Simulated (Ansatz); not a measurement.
Geometry optimisation, RKS B3LYP/def2-SVP in Ansatz 0.2.0.

Input file:

```yaml
crystal:
  periodic: [false, false, false]
  atoms:
    - { symbol: F, position_ang: [-1.4482, 0.0088, -0.8986] }
    - { symbol: C, position_ang: [-0.1909, -0.1847, -0.5394] }
    - { symbol: B, position_ang: [0.1418, 0.2855, 0.9027] }
    - { symbol: O, position_ang: [0.5746, 0.9975, -0.3723] }
    - { symbol: H, position_ang: [0.4148, -0.9758, -1.058] }
    - { symbol: H, position_ang: [0.55, -0.1953, 1.9195] }
basis:
  gaussian: { orbitals: def2-SVP }
hamiltonian:
  xc: b3lyp
relax:
  f_tol: 0.02
  max_steps: 40
scf:
  lower_state_search: "off"
```

Command:

```bash
$ ansatz run input.yaml --threads 1 --pin off --max-ram 2048MiB --backend cpu --events-out ev --progress --plain --runs-dir out
```

**Question.** Where does it end, and by what steps?

**Answer.** The forces met the threshold. After 7 steps the energy has fallen by 1.160 eV; H6 moved furthest, 0.30 Å.

```
step  energy less start (eV)  largest force component (eV/Å)  accepted
   0                  0.0000                           4.760       yes
   1                 -0.8392                           2.770       yes
   2                 -1.0210                           3.534       yes
   3                 -1.0859                           1.673       yes
   4                 -1.1587                           0.161       yes
   5                 -1.1602                           0.082       yes
   6                 -1.1602                           0.052       yes
   7                 -1.1604                           0.018       yes
```

```xyz
6
Properties=species:S:1:pos:R:3
F -1.451 0.011 -0.931
C -0.190 -0.279 -0.534
B 0.301 0.107 0.850
O 0.583 0.917 -0.175
H 0.315 -0.901 -1.283
H 0.483 0.080 2.028
```

Whether the end is a true minimum wasn't checked by a vibrational analysis.

Run time: 14 s on 1 thread of Arm Neoverse V1, with other jobs on the host, peak memory 0.14 GiB.
